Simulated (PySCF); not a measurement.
**Peak assignment**

Bonds (- single, = double, # triple, : aromatic): O1-Si2, Si2-C3, C3=C4, C4-Si5, Si5-C6, C6-Cl7, Si5-C8, C8=C9, C9-Si2. O1 carries H10; Si2 carries H11; C3 carries H12; C4 carries H13; Si5 carries H14; C6 carries H15, H16; C8 carries H17; C9 carries H18. Stereochemistry as in O[Si@H]1C=C[Si@@H](CCl)C=C1.

[PySCF 2.14.0 with density-fitted response routines: GFN2-xTB structure; PBE0/pcSseg-1 with gauge-including orbitals; no relativistic terms; in vacuum; fast rotation and ring inversion assumed for equivalent nuclei; one computed conformer]

Chemical shifts δ = σref − σ; ¹³C and ¹H against TMS, all at this level.

Problem. Assign these signals to the numbered atoms. ¹³C{¹H} NMR (computed): δ 165.2 (CH), 151.0 (CH), 32.4 (CH2).

Solution. 
```tsv
δ (ppm)	atoms	environment	reason
165.2	C3/C9	alkene CH	–
151.0	C4/C8	alkene CH	an sp2 carbon of a C=C bond
32.4	C6	sp3 CH2 bonded to Cl and Si	deshielded by the electronegative neighbour
```

Problem. Assign these signals to the numbered atoms. ¹H NMR (300 MHz, computed): δ 7.71 (m, 2H), 7.25 (m, 2H), 4.91 (m, 1H), 4.67 (m, 1H), 3.03 (d, 2H), 1.86 (br s, 1H).

Solution. 
7.71 → H12/H18, hydrogen on an alkene CH: a vinylic proton, deshielded by the sp2 carbon and the C=C anisotropy
7.25 → H13/H17, hydrogen on an alkene CH
4.91 → H11, hydrogen on a silicon bonded to 2 C, O, in a 6-membered ring
4.67 → H14, hydrogen on a silicon bonded to 3 C, in a 6-membered ring
3.03 → H15/H16, hydrogen on an sp3 CH2 bonded to Cl and Si: its carbon carries Cl, hence the downfield position
1.86 → H10, hydrogen on an oxygen bonded to Si: labile proton, position sensitive to the medium

OH and NH positions are those of a molecule without intermolecular hydrogen bonds; in solution they move with solvent, concentration and temperature, and exchange usually removes their couplings. Carbons that carry Cl, above all several Cl atoms, come out too deshielded, partly because spin–orbit coupling is missing. Shifts are as computed. Against solution values, carbons near 30 ppm lie about +3 ppm off and those near 130 ppm about +5 ppm; carbons on Cl a further +6 ppm. Of 1211 compounds with measured shifts, 218 miss one by over three times the rms of a fit or turn the order of signals round; such compounds aren't used in these exercises. Multiplicities follow the n + 1 count of equivalent neighbours, as no J values were calculated; m marks all less simple cases, F and P coupling included.
